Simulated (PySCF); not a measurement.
**How methods differ on the excitation energy of As**

As [Ar] 3d10 4s2 4p3 (4S) → As [Ar] 3d10 4s2 4p2 4d1 (high-spin determinant), as a difference of total energies. All numbers are calculated (PySCF 2.14, scalar relativity through the core potential, in aug-cc-pVTZ-PP with one added diffuse shell each of s, d, f type with ECP10MDF (7s5p5d3f, 68 functions)). Correlated levels: valence: 3s2 3p6 3d10 frozen. The calculations carry no spin-orbit coupling.

```json
{"method": "UHF", "excitation energy (eV)": "7.822"}
{"method": "LDA", "excitation energy (eV)": "7.774"}
{"method": "PBE", "excitation energy (eV)": "7.606"}
{"method": "PBE0", "excitation energy (eV)": "7.806"}
{"method": "r2SCAN", "excitation energy (eV)": "8.080"}
{"method": "BP86", "excitation energy (eV)": "7.607"}
{"method": "PBEsol", "excitation energy (eV)": "7.692"}
{"method": "B3LYP", "excitation energy (eV)": "7.649"}
{"method": "MP2 (valence)", "excitation energy (eV)": "8.142"}
{"method": "SCS-MP2 (valence)", "excitation energy (eV)": "8.044"}
```

**Question.** How much does correlation contribute at MP2 (valence)?

**Answer.** 8.142 − (7.822) = 0.320 eV, measured against UHF.

The promoted electron is Rydberg-like, and one or two diffuse shells describe it only roughly, which tends to raise the upper state.

The determinant of the upper state mixes LS terms, which raises its energy above the lowest term, most at the Hartree-Fock and MP2 levels.
